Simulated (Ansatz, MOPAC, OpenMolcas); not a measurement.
## A ladder of methods for BSiN2H5 (SMILES N[SiH]1BN1)

BSiN2H5 has 9 atoms, charge 0, and is taken as a singlet. As SMILES, `N[SiH]1BN1`. The shape is that of a PBE0-D4/def2-TZVP optimisation. This is one conformer, not always the lowest.

Each level gives the HOMO–LUMO gap (eV). The values are calculated.

```
           level                    kind     program  value (eV)   CPU time
            MNDO          semi-empirical       MOPAC       10.21  under 2 s
      HF/cc-pVDZ            Hartree–Fock  OpenMolcas       12.96      6.3 s
   SVWN5/cc-pVDZ                     LDA      Ansatz        4.24      4.1 s
     PBE/cc-pVDZ                     GGA      Ansatz        4.37      6.1 s
   M06-L/cc-pVDZ                meta-GGA  OpenMolcas        5.08       43 s
  M06-2X/cc-pVDZ         hybrid meta-GGA  OpenMolcas        8.61       36 s
   HSE06/cc-pVDZ  range-separated hybrid      Ansatz        5.80      7.7 s
PBE-QIDH/cc-pVDZ           double hybrid      Ansatz       10.42       10 s
```

The values span 4.24 to 12.96 eV. Orbital gaps aren't excitation energies, and those of double hybrids come from the SCF part alone; they tend to grow with the share of exact exchange. CPU times are rough (shared hosts, several kinds of processor and program).
